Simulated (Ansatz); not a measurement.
CH4AlIO, SMILES C[O][AlH][I].

Coordinates come from a PBE0-D3(BJ)/def2-SVP optimisation. The structure was generated by enumeration; whether it is a known compound was not checked. The def2 effective core potentials stand for the cores of I; spin–orbit coupling is left out. The values are those of a single conformer.

Two levels are set side by side: PBE/def2-SVPD (Ansatz, a program for electronic structure) and PBE0/def2-SVPD (Ansatz). Energy differences of separate SCF runs at the same geometry; the states with an electron removed or added have multiplicity 2 and 2. Differences are taken from unrounded values.

| quantity | PBE0 |
|---|---|
| vertical ionisation energy (eV) | 9.91 |
| vertical singlet–triplet gap (eV) | 5.34 |

What does PBE give, and how far is it from PBE0? (An estimate is asked for; the answer gives what the named calculation found.)


```
quantity                            PBE  PBE minus PBE0
---------------------------------  ----  --------------
vertical ionisation energy (eV)    9.50           -0.42
vertical singlet–triplet gap (eV)  4.90           -0.44
```
